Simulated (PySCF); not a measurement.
C₂H₆BO₂, SMILES CO[B]OC, multiplicity 2.

The structure is a stationary point at ωB97X-D3(BJ)/def2-SVP. The isomer is the one that the SMILES or the coordinates give; other isomers of the formula were not compared. Other conformers were not sampled.

Two levels are set side by side: PBE/def2-TZVP (PySCF) and PBE0/def2-TZVP (PySCF). Same geometry, gas phase. Differences are taken from unrounded values.

| quantity | PBE0 |
|---|---|
| α-spin orbital gap (eV) | 6.40 |
| β-spin orbital gap (eV) | 7.35 |
| dipole moment (D) | 1.81 |
| mean polarisability (bohr³) | 49.9 |

Question: What does PBE give, and how far is it from PBE0? (Estimate from the structure and the level; the computed values follow.)

Answer: 
```csv
quantity,PBE,PBE minus PBE0
α-spin orbital gap (eV),4.15,-2.25
β-spin orbital gap (eV),4.79,-2.56
dipole moment (D),1.83,0.01
mean polarisability (bohr³),52.8,2.9
```

PBE's more diffuse valence density responds more strongly to a field. Differences between two approximate levels are no errors against the true value.

Rough cost on one machine, each run with all the roots and properties that it gave: PBE0 against PBE within a factor of 2.
